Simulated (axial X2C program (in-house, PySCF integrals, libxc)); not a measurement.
## TcNC⁺: the levels of the configuration d5 s0 p(π)0

Calculated with an in-house all-electron X2C program for linear molecules (integrals from PySCF): two-component X2C with atomic mean-field Coulomb and Gaunt terms, basis Tc dyall-v3z, N dyall-v3z, C dyall-v3z (cores contracted in-house). Orbitals come from Hartree–Fock averaged over the configuration Tc d5 s0 p(π)0; CI then distributes these electrons over the d, s, p(π) shells of Tc.

Tc–N–C held linear, bonds 1.966 and 1.170 Å (the second held) (near the minimum of the configuration average).

Active spinors (ω > 0):

```csv
shell,ω,ε (eV),character
d,3/2,-12.76,100% Tc d
d,5/2,-12.55,100% Tc d
d,1/2,-12.24,91% Tc d
d,3/2,-12.11,92% Tc d
d,1/2,-11.46,"76% Tc d, 14% Tc s, 4% N p"
s,1/2,-1.66,"82% Tc s, 12% Tc p, 3% Tc d"
p(π),1/2,-3.68,"92% Tc p, 3% C p"
p(π),3/2,-3.62,"92% Tc p, 3% C p"
```

Lowest levels of this model:

| Ω | energy (cm⁻¹) | g∥ | configuration |
| --- | --- | --- | --- |
| 1/2 | 0 | 2.00 | 100% d5 |
| 3/2 | 1 | 6.00 | 100% d5 |
| 5/2 | 2 | 10.00 | 100% d5 |
| 7/2 | 16686 | 9.99 | 100% d5 |
| 5/2 | 16896 | 6.13 | 100% d5 |
| 3/2 | 17242 | 2.21 | 100% d5 |
| 1/2 | 17662 | 1.76 | 100% d5 |
| 5/2 | 18065 | 7.87 | 100% d5 |
| 3/2 | 18139 | 3.79 | 100% d5 |
| 1/2 | 18293 | 0.10 | 100% d5 |
| 1/2 | 18456 | 3.86 | 100% d5 |
| 3/2 | 20290 | 6.00 | 100% d5 |
| 9/2 | 21438 | 11.97 | 100% d5 |
| 7/2 | 21550 | 8.03 | 100% d5 |
| 5/2 | 21647 | 4.06 | 100% d5 |
| 7/2 | 23369 | 9.87 | 100% d5 |
| 11/2 | 23531 | 13.96 | 100% d5 |
| 7/2 | 23576 | 6.11 | 100% d5 |
| 9/2 | 23593 | 10.00 | 100% d5 |

g∥ is the magnitude of 2⟨Lz + ge Sz⟩ for the +Ω component.

From Ω and g∥ of the lowest level, whose 2⟨Lz + ge Sz⟩ is positive, find ⟨Sz⟩ and ⟨Lz⟩ (ge = 2.0023).

Ω = ⟨Lz⟩ + ⟨Sz⟩ = 1/2 and ⟨Lz⟩ + ge⟨Sz⟩ = 1.000, so ⟨Sz⟩ = 0.50 and ⟨Lz⟩ = 0.00.

Occupations of the active spinors in the lowest level by ω, shell by shell in order of energy: -5/2: 0.37; -3/2: 0.63 0.38 0.00; -1/2: 0.62 0.40 0.00 0.00; 1/2: 0.43 0.59 0.00 0.00; 3/2: 0.44 0.57 0.00; 5/2: 0.56. The leading determinant has weight 0.11 among 649.

This point took 1.7 s on 1 thread of Arm Neoverse V1 (shared host).

Dynamic correlation is missing, so gaps between terms are too wide and other configurations may lie lower; the lowest level listed is that of this model, not necessarily the ground state. For d shells the ligand-field splittings (σ, π, δ) and their order can be off by a thousand cm⁻¹ or more. At most 4 roots were kept for each Ω > 0 (twice that for Ω = 0) within 3.2 eV of the lowest, so higher up levels can be missing between those listed; levels with Ω > 0 are doubly degenerate and listed once, Ω = 0 levels singly. Some active spinors are only partly of the character that their shell is named for, so the shell names and counts are nominal. States that fill the shells left empty in the average are placed too high. The molecule was held linear; bending was not examined.
